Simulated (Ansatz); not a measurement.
Ansatz (a program for electronic structure) input (RPA@PBE/cc-pV(Q+d)Z):
A basis named .json is the Basis Set Exchange file of that set.

Ansatz 0.2 input:
```yaml
crystal:
  periodic: [false, false, false]
  atoms:
    - {symbol: Si, position_ang: [-0.60307935, -0.32319345, -0.85065925]}
    - {symbol: N, position_ang: [0.49551114, 0.59934431, 0.13521028]}
    - {symbol: C, position_ang: [0.80910831, 0.26303722, 1.48347795]}
    - {symbol: H, position_ang: [1.08137138, 1.15568481, 2.05582122]}
    - {symbol: H, position_ang: [0.03568199, -0.30053864, 2.02338525]}
    - {symbol: H, position_ang: [1.71213204, -0.37031874, 1.47288542]}
    - {symbol: H, position_ang: [0.21343260, -1.09128417, -1.82397017]}
    - {symbol: H, position_ang: [-1.46651603, 0.62777381, -1.58633301]}
    - {symbol: H, position_ang: [-1.45621879, -1.27024225, -0.07989873]}
basis:
  gaussian:
    orbitals: cc-pV_Q+d_Z.json
hamiltonian:
  xc: pbe
magnetization: {spin_polarized: true, initial_magnetization: 1}
correlation: {method: rpa, electrons: outside_noble_gas}
```

Output:

```
Functional definition: PBE
integrals: 1.69 GiB planned
2064 factors; integrals over basis functions are off by at most 9.1e-4 eV
mean field: 2.87 GiB planned
mean field evaluation 1: about -10485.5609 eV, gradient 4.5e1 eV
mean field evaluation 2: about -10485.5590 eV, gradient 4.5e1 eV
mean field evaluation 4: about -10492.7145 eV, gradient 2.0e1 eV
mean field evaluation 8: about -10494.7376 eV, gradient 2.2e-1 eV
mean field evaluation 16: about -10494.7376 eV, gradient 1.4e-4 eV
mean field evaluation 32: about -10493.9404 eV, gradient 2.5e0 eV
mean field -10494.73758353 eV, -385.6744926063 hartree, gradient 1.3e-6 eV, S^2 0.753227; 3 other end points of the search recorded, 0 dependent functions left out
7 core orbitals not correlated
reference -10468.75581152 eV, -384.7196800959 hartree; 10, 9 occupied and 337, 338 virtual orbitals, 2064 factors
Total energy: -10494.21472827 eV, -385.6552780297 hartree
```

It need not be the lowest isomer of its formula.
